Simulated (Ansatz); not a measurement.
`F[CH]([SiH3])[SnH3]` + CH₃OH → `C[O][SnH3]` + `FC[SiH3]` at 400 K and 1 bar (ligand exchange at the Sn–C bond).

Gas-phase electronic energies from Ansatz, PBE0-D4/def2-TZVP geometries. CCSD(T)/CBS adds triple-zeta CCSD(T) − MP2 to the extrapolated MP2 energy (def2 sets, frozen cores). This one scheme is used for every species. def2 core potentials past Kr. For Sn outer-core shells are correlated without core-valence functions, which leaves a few kJ/mol of doubt a bond.

```
              species  CCSD(T)/CBS energy (Eh)  H − E (kJ/mol)  S (J/(mol·K))
`F[CH]([SiH3])[SnH3]`               -645.10647           204.1          412.2
                CH₃OH               -115.61712           151.2          252.6
         `C[O][SnH3]`               -330.83288           188.9          352.3
           `FC[SiH3]`               -429.90570           165.5          311.5
```

H − E and S are ideal-gas, rigid-rotor, harmonic terms from PBE0-D4/def2-TZVP, for one conformer and one mirror image of each species. 1 Eh = 2625.50 kJ/mol, R = 8.31446 J/(mol·K).

Q: By hand: ΔE, ΔH, ΔS and ΔG.

A: ΔE = (-330.83288) + (-429.90570) − (-645.10647) − (-115.61712) = -0.01499 Eh = -39.4 kJ/mol. Δ(H − E) = 188.9 + 165.5 − 204.1 − 151.2 = -0.9, so ΔH = -40.3 kJ/mol. ΔS = 352.3 + 311.5 − 412.2 − 252.6 = -1.0 J/(mol·K). ΔG = -40.3 − 400 × (-1.0)/1000 = -39.9 kJ/mol.

Q: By hand: the equilibrium constant, and the temperature at which ΔG would vanish if ΔH and ΔS stayed fixed.

A: log₁₀ K = −ΔG/(RT ln 10) = 5.2. ΔG = 0 at ΔH/ΔS = 40300 K, far beyond where these terms or the molecules hold.

The number of gas molecules stays the same, so ΔS is small and ΔH decides. A doubt of 5 kJ/mol in ΔE shifts log₁₀ K by 0.7 here. Other conformers and mirror images would add mixing entropy, several J/(mol·K) or more a flexible species. Modes under 60 cm⁻¹, often nearly free rotors, make the harmonic entropy too high. These are equilibria of isolated gas molecules and say nothing of rates. Largest T1 diagnostic: 0.013 (customary marks: 0.02 for closed shells, 0.045 for open ones).
